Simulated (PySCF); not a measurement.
## Simulated absorption spectrum

Species: C₁₄H₁₁ (charge +1).
Geometry (PBE0-D3(BJ)/def2-SVP, Å), atoms numbered from 1 in this order:
```xyz
25
C14H11 angstrom
C      3.5463   -0.5032   -0.3735
C      2.7834   -1.6950   -0.3443
C      1.4062   -1.6890   -0.1927
C      0.6977   -0.4842   -0.0599
C      1.4766    0.7394   -0.0928
C      2.9023    0.6959   -0.2495
C      0.8421    1.9547    0.0234
C     -0.5989    2.0850    0.1809
C     -1.3901    0.8260    0.2198
C     -2.7769    0.8863    0.3739
C     -3.5297   -0.2785    0.4159
C     -2.9023   -1.5266    0.3036
C     -1.5316   -1.6014    0.1493
C     -0.7429   -0.4305    0.1028
H      4.6298   -0.5503   -0.4939
H      3.2968   -2.6550   -0.4447
H      0.8806   -2.6426   -0.1792
H      3.4547    1.6383   -0.2681
H      1.4394    2.8724   -0.0042
H     -0.7835    2.6986    1.0887
H     -0.9641    2.7611   -0.6219
H     -3.2690    1.8581    0.4623
H     -4.6135   -0.2216    0.5372
H     -3.4962   -2.4419    0.3382
H     -1.0670   -2.5833    0.0648
```

Method: TDDFT B3LYP/def2-SVPD, vertical, gas phase, core orbitals frozen in the response in PySCF.

Computed states:

```json
{"state": "S1", "E (eV)": "2.35", "f": "0.058"}
{"state": "S2", "E (eV)": "2.60", "f": "0.086"}
{"state": "S3", "E (eV)": "3.88", "f": "0.0024"}
{"state": "S4", "E (eV)": "4.34", "f": "0.057"}
{"state": "S5", "E (eV)": "4.54", "f": "0.0001"}
{"state": "S6", "E (eV)": "4.77", "f": "0.0003"}
{"state": "S7", "E (eV)": "4.77", "f": "0.039"}
{"state": "S8", "E (eV)": "5.02", "f": "0.421"}
{"state": "S9", "E (eV)": "5.45", "f": "0.0004"}
{"state": "S10", "E (eV)": "5.52", "f": "0.250"}
```

Each state is given a Gaussian of 0.25 eV full width at half maximum, with ε(max) = 2.175×10⁸ f / Δν̃ (Δν̃ the width in cm⁻¹). The width is an assumption, not a result. The curve ends short of the highest state used, and states not computed would add to its high-energy end.

(1) What does the envelope look like, and where are its maxima?

(2) Coming from long wavelengths, where does ε first pass 100 L mol⁻¹ cm⁻¹?

(3) Does any computed singlet lie in the visible range?

(4) On this curve, what absorbance would a 10⁻⁵ mol/L sample give at 450 nm over a 1 cm path?

Answers

(1) 
```
E (eV)  ε (L mol⁻¹ cm⁻¹)
  1.97                11
  2.04                92
  2.11               505
  2.18              1790
  2.25              4132
  2.32              6354
  2.38              7108
  2.45              7423
  2.52              8725
  2.59              9736
  2.66              7997
  2.73              4385
  2.80              1567
  2.86               459
  2.93                73
  3.00                 8
  3.07                 1
  3.14                 0
  3.21                 0
  3.28                 0
  3.34                 0
  3.41                 0
  3.48                 0
  3.55                 2
  3.62                13
  3.69                52
  3.76               137
  3.82               221
  3.89               258
  3.96               204
  4.03               173
  4.10               467
  4.17              1606
  4.24              3799
  4.30              5638
  4.37              5976
  4.44              4136
  4.51              2053
  4.58              1437
  4.65              2519
  4.72              4717
  4.78              7794
  4.85             15833
  4.92             30774
```

Maxima: 479 nm (2.59 eV), ε about 9700, made up of S2 (95%); 319 nm (3.88 eV), ε about 260, made up of S3 (100%); 285 nm (4.34 eV), ε about 6200, made up of S4 (100%) (ε in L mol⁻¹ cm⁻¹; maxima over ε = 5, shares over 10%). At its high-energy end, 4.92 eV, the curve is still rising (ε about 31000, from S8).

(2) At about 607 nm (2.04 eV), 0.30 eV below S1.

(3) 2 computed singlets (S1 to S2) lie in the visible range (380 to 750 nm), the largest f among them at 477 nm, f = 0.086; light of that wavelength is blue, and its complementary colour is yellow; a Tamm–Dancoff triplet lies at 749 nm, without intensity as long as spin–orbit coupling is left out.

(4) 450 nm is 2.755 eV, where ε is about 3200 L mol⁻¹ cm⁻¹, so A = ε c l ≈ 0.032 (Beer–Lambert, with the gas-phase spectrum and the assumed width).
